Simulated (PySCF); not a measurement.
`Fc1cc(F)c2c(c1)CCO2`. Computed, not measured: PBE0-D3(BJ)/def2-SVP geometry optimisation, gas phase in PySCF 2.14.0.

```
atom  x, y, z in Å
F1     2.9499   -1.8538    0.8268
C2     1.9404   -1.0435    0.5040
C3     2.2352    0.2120   -0.0201
C4     1.1946    1.0698   -0.3615
F5     1.4577    2.2707   -0.8642
C6    -0.1227    0.6580   -0.1726
C7    -0.3914   -0.6042    0.3521
C8     0.6324   -1.4774    0.7007
C9    -1.8865   -0.7446    0.4346
C10   -2.3737    0.6007   -0.1452
O11   -1.2175    1.3872   -0.4566
H12    3.2697    0.5248   -0.1647
H13    0.4444   -2.4691    1.1142
H14   -2.2489   -1.6034   -0.1517
H15   -2.2232   -0.8962    1.4724
H16   -2.9886    1.1706    0.5676
H17   -2.9562    0.4713   -1.0707
```

(1) Which two atoms are farthest apart?

(2) Work out the bond lengths C2–C3, C4–F5, C6–C7, C6–O11, C7–C8, C7–C9, C10–H17 in bohr.

(3) What is the repulsion energy of the bare nuclei, Σ ZA·ZB/RAB?

(4) Where is the centre of mass (commonest isotopes), and what is the radius of gyration?

(5) What are the angles C3–C4–F5, C3–C4–C6, C7–C6–O11, C2–C8–C7, O11–C10–H17, C9–C10–O11, H16–C10–H17, C6–O11–C10?

(6) How far apart are these pairs, which share no bond: F1···H13, C3···H17, C4···H16, C6···C8, C7···O11, O11···H16, H16···H17?

(7) Write the matrix of distances between heavy atoms (Å, lower triangle).

## Answers

(1) F1···H16, 6.67 Å; the next longest distance is 6.62 Å.

(2) For C2–C3 the difference vector is (0.2948, 1.2555, -0.5241) Å, of length 1.3921 Å. 1 bohr = 0.529177 Å. C2–C3 2.631; C4–F5 2.510; C6–C7 2.633; C6–O11 2.543; C7–C8 2.627; C7–C9 2.842; C10–H17 2.081 bohr.

(3) 601.37 Eh over 136 pairs, with full nuclear charges and distances in bohr; the largest single term is 21.51 Eh (C4 with F5).

(4) Mass 156.039 u; centre at (0.463, 0.073, 0.059) Å; Rg = √(Σ m r²/M) = 2.268 Å. As Ia + Ib + Ic = 2 Σ m r², the three principal moments sum to 1605.5 u·Å².

(5) From the scalar product of the two bond vectors; for C3–C4–F5 it is -0.9280 Å² over 1.3911 × 1.3282 Å², cos θ = -0.5022. C3–C4–F5 120.1°; C3–C4–C6 119.5°; C7–C6–O11 114.4°; C2–C8–C7 117.4°; O11–C10–H17 108.0°; C9–C10–O11 107.8°; H16–C10–H17 108.0°; C6–O11–C10 108.3°.

(6) F1···H13 2.596 Å (3 bonds apart); C3···H17 5.303 Å (5 bonds apart); C4···H16 4.286 Å (4 bonds apart); C6···C8 2.428 Å (2 bonds apart); C7···O11 2.303 Å (2 bonds apart); O11···H16 2.057 Å (2 bonds apart); H16···H17 1.782 Å (2 bonds apart).

(7) 
```
F1    0.000
C2    1.334  0.000
C3    2.344  1.392  0.000
C4    3.611  2.402  1.391  0.000
F5    4.701  3.618  2.357  1.328  0.000
C6    4.093  2.758  2.405  1.393  2.362  0.000
C7    3.599  2.378  2.776  2.414  3.628  1.393  0.000
C8    2.351  1.392  2.438  2.816  4.145  2.428  1.390  0.000
C9    4.977  3.839  4.256  3.663  4.686  2.334  1.504  2.637  0.000
C10   5.942  4.662  4.627  3.605  4.241  2.252  2.372  3.751  1.544  0.000
O11   5.433  4.099  3.673  2.435  2.847  1.346  2.303  3.601  2.405  1.433  0.000
```

Whether it is a minimum is left open (no frequencies).

Hardware: one thread of an x86-64 server (shared host). Cost: 67 s. That covers the optimisation of the geometry.
